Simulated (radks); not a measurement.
Question: The scandium ion Sc20+, 1s1. All-electron calculation, non-relativistic Kohn-Sham, PBE, spin-polarised, spherical densities, point nucleus. Program: a radial shooting solver on a logarithmic mesh with Libxc functionals. Every spin shell is full or empty, so the densities are truly spherical. Functionals are evaluated on that one density, not self-consistently. Rank these exchange functionals by their error against the exact value of the orbitals, and give that value: LDA, PBE, PBEsol, RPBE, PW86, WC, AM05, SOGGA, B86b, G96, APBE, SCAN, MS2, TASK.

Answer: Exact: -6.55618 hartree. From best to worst, with 100 (|E| - |E exact|)/|E exact| (equal figures are ties): TASK +0.01, SCAN +0.01, MS2 +0.01, PW86 -0.34, RPBE -0.40, G96 -0.40, APBE -0.54, B86b -1.13, PBE -2.08, WC -4.03, PBEsol -6.32, SOGGA -6.55, AM05 -11.01, LDA -14.22.
